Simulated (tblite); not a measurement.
Compound: C₇H₁₃O₂P.
SMILES with atom numbers: `[CH3:1][C:2]#[C:3][P@:4](=[O:5])([OH:6])[CH2:7][CH2:8][CH2:9][CH3:10]` (hydrogens: H11, H12, H13 on C1; H14 on O6; H15, H16 on C7; H17, H18 on C8; H19, H20 on C9; H21, H22, H23 on C10)

A start from a force field or distance geometry was refined with GFN2-xTB geometry optimisation, gas phase in tblite 0.8.0. Values at the start:

```json
{"coordinate": "C1–C2", "start": "1.477 Å"}
{"coordinate": "C1–H11", "start": "1.092 Å"}
{"coordinate": "C2≡C3", "start": "1.188 Å"}
{"coordinate": "C3–P4", "start": "1.813 Å"}
{"coordinate": "P4=O5", "start": "1.475 Å"}
{"coordinate": "P4–O6", "start": "1.609 Å"}
{"coordinate": "P4–C7", "start": "1.773 Å"}
{"coordinate": "O6–H14", "start": "0.982 Å"}
{"coordinate": "C7–H15", "start": "1.088 Å"}
{"coordinate": "C7–H16", "start": "1.107 Å"}
{"coordinate": "C8–H17", "start": "1.095 Å"}
{"coordinate": "C8–H18", "start": "1.108 Å"}
{"coordinate": "C9–C10", "start": "1.531 Å"}
{"coordinate": "C9–H19", "start": "1.098 Å"}
{"coordinate": "C9–H20", "start": "1.089 Å"}
{"coordinate": "C10–H21", "start": "1.098 Å"}
{"coordinate": "C1–C2–C3", "start": "179.2°"}
{"coordinate": "C2–C3–P4", "start": "178.9°"}
{"coordinate": "C3–P4–O5", "start": "105.2°"}
{"coordinate": "C3–P4–O6", "start": "102.7°"}
{"coordinate": "C3–P4–C7", "start": "109.0°"}
{"coordinate": "P4–C7–C8", "start": "115.6°"}
{"coordinate": "O5–P4–O6", "start": "112.8°"}
{"coordinate": "O6–P4–C7", "start": "106.5°"}
{"coordinate": "P4–C7–C8–C9", "start": "68°"}
{"coordinate": "C7–C8–C9–C10", "start": "176°"}
```

Question: How do these coordinates change at the GFN2-xTB level?

Answer: 
```tsv
coordinate	GFN2-xTB (Å or °)	change
P4–C7	1.833	+0.060
C3–P4	1.774	-0.039
C1–C2	1.442	-0.035
O6–H14	0.959	-0.023
C7–H16	1.091	-0.016
C2≡C3	1.203	+0.015
C8–H18	1.095	-0.013
C10–H21	1.087	-0.011
C9–H19	1.090	-0.008
P4=O5	1.468	-0.007
C9–C10	1.524	-0.007
P4–O6	1.614	+0.005
C7–H15	1.092	+0.004
C9–H20	1.093	+0.004
C1–H11	1.089	-0.003
C8–H17	1.093	-0.002
C3–P4–O5	114.5	+9.3
C3–P4–C7	103.1	-5.9
O6–P4–C7	102.9	-3.6
P4–C7–C8	112.4	-3.2
C2–C3–P4	176.9	-2.0
O5–P4–O6	111.1	-1.7
C3–P4–O6	104.0	+1.3
C1–C2–C3	178.9	-0.3
C7–C8–C9–C10	-179	+5
P4–C7–C8–C9	70	+2
```

The energy falls by 6.4 kcal/mol over 94 L-BFGS steps, the largest force on an atom goes from 2.98 to 0.008 eV/Å, and the atoms move by 0.193 Å rms after alignment. The bond that changes most is P4–C7 (phosphoryl phosphorus to sp3 carbon bound to phosphorus), which lengthens by 0.060 Å. Bonds longer at the end by more than 0.005 Å: 4 of 22; shorter: 10. Among the dihedrals that turn most is C3–P4–O6–H14, from 66° to 112°. Rotational constants go from 2796, 469.4, 457.9 to 2640, 488.3, 470.8 MHz.

Time: 0.72 s wall. Hardware: an Arm Neoverse V2 with one thread, no GPU, shared host with 32 logical CPUs at a one-minute load of 20.

GFN2-xTB frequencies show an imaginary mode (33i cm⁻¹), so the point is no minimum at that level. 3 starts were optimised and ended at 0.00, 0.77 and 1.17 kcal/mol (GFN2-xTB); the lowest of these is shown.

The numbers are calculated, not measured.
